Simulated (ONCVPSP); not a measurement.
tungsten (W): excitation energies, all-electron against ONCV

ONCVPSP 4.0.1 input, shortened (lines: element, Z, core and valence counts, functional; n l f; lmax; l rc ep ncon nbas qcut; lloc lpopt rc5 dvloc0; l nproj debl; icmod fcfact rcfact), LDA (Perdew-Wang 92), scalar-relativistic:

```
  W 74.00   10    4  -001012      upf
    1    0    2.00
    2    0    2.00
    2    1    6.00
    3    0    2.00
    3    1    6.00
    3    2   10.00
    4    0    2.00
    4    1    6.00
    4    2   10.00
    4    3   14.00
    5    0    2.00
    5    1    6.00
    5    2    4.00
    6    0    2.00
    2
    0    2.00    0.00    3    6    7.90
    1    1.90    0.00    5    9    7.10
    2    2.35    0.00    5   10    7.70
    4    5    1.80    3.00
    0    3    2.70
    1    2    2.00
    2    3    3.30
    3    4.00    1.35
```

Energies are relative to the spin-unpolarised reference configuration 5s2 5p6 5d4 6s2; without spin polarisation the order of configurations can differ from experiment.

Question: Give the all-electron excitation energy and the error of the potential for: 5s2 5p6 5d4 6s1; 5s2 5p6 5d4 6s0; 5s2 5p6 5d3 6s0; 5s2 5p6 5d3 6s2 6p1.

Answer:

| valence configuration | charge | ΔE all-electron (eV) | error AE − PS (meV) |
| --- | --- | --- | --- |
| 5s2 5p6 5d4 6s1 | +1 | 9.125 | -3.9 |
| 5s2 5p6 5d4 6s0 | +2 | 25.144 | -12 |
| 5s2 5p6 5d3 6s0 | +3 | 50.849 | -17 |
| 5s2 5p6 5d3 6s2 6p1 | 0 | 4.105 | -0.8 |

Levels in the configuration 5s2 5p6 5d3 6s2 6p1:

| level | all-electron (eV) | pseudo (eV) |
| --- | --- | --- |
| 5s | -83.238 | -83.238 |
| 5p | -47.156 | -47.171 |
| 5d | -7.547 | -7.555 |
| 6s | -7.596 | -7.594 |
| 6p | -2.500 | -2.500 |
